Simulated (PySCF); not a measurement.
Constitutional and geometric isomers with formula C2H3NSi. Gas-phase values, no solvent. Strings in code marks are SMILES.

The S1–T1 gap (TDA) from two functionals at the same geometries (B3LYP-D3(BJ)/def2-TZVP), both in PySCF: PBE-D3(BJ)/def2-TZVP and B3LYP-D3(BJ)/def2-TZVP. B3LYP has the VWN-RPA correlation part, as in Gaussian. Excitations are Tamm–Dancoff values on a coarser integration grid. The basis has no diffuse functions, so Rydberg states are missing or too high.

```csv
species,B3LYP-D3(BJ)/def2-TZVP (eV)
`C#CN=[SiH2]`,0.25
`C=[si]1cn1`,0.81
`C=[SiH]C#N`,2.55
`N=[si]1cc1`,0.51
`[H]/N=[SiH]/C#C`,0.85
```

Question: What does PBE-D3(BJ)/def2-TZVP give for each?

Answer: 
- `C#CN=[SiH2]`: 0.25
- `C=[si]1cn1`: 0.26
- `C=[SiH]C#N`: 2.20
- `N=[si]1cc1`: 0.34
- `[H]/N=[SiH]/C#C`: 0.61
Over these rows, drawn at random from the members with no instability flagged (it was tested for open shells, ions and some series alone), PBE minus B3LYP-D3(BJ): mean -0.26 eV, from -0.54 eV to 0.00 eV.
